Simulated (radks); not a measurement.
Initial-state core-level shifts of neutral copper when its valence configuration changes from [Ar] 3d10 4s1. Calculated with a radial shooting solver on a logarithmic mesh with Libxc functionals: scalar-relativistic Kohn-Sham, LDA (Slater exchange, Perdew-Wang correlation), spin-unpolarised, spherical densities, point nucleus. Shifts are changes of the shell-averaged eigenvalues in eV (positive: less bound).

| valence | 1s | 2s | 3s | 3p |
|---|---|---|---|---|
| 3d8 4s1 4p2 | -15.791 | -17.028 | -15.603 | -15.304 |
| 3d10 4p1 | -2.093 | -1.947 | -2.100 | -2.114 |
| 3d9 4s1 4p1 | -7.299 | -7.770 | -7.353 | -7.233 |
| 3d9 4p2 | -9.056 | -9.429 | -9.111 | -8.994 |
| 3d7 4s1 4p3 | -25.427 | -27.693 | -24.595 | -24.078 |
| 3d10 4s0.5 4p0.5 | -1.122 | -1.047 | -1.125 | -1.133 |
| 3d9 4s1.5 4p0.5 | -6.308 | -6.831 | -6.363 | -6.242 |
| 3d9.5 4s1.5 | -2.388 | -2.649 | -2.443 | -2.387 |
| 3d9.5 4s1 4p0.5 | -3.506 | -3.704 | -3.562 | -3.511 |
